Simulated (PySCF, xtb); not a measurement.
Mg(H)(iPr) (C3H8Mg), SMILES C[CH](C)[MgH].

xtb with GFN2-xTB at its own geometry gives an orbital gap of 2.70 eV and a dipole moment of 2.64 D.

The structure is a stationary point at ωB97X-D3(BJ)/def2-SVP.

Question: What does PySCF with r2SCAN/def2-TZVP give? (Estimate from the structure and the level; the computed values follow.)

Answer: gap 4.55 eV (levels -5.13 and -0.58 eV), dipole 0.47 D.
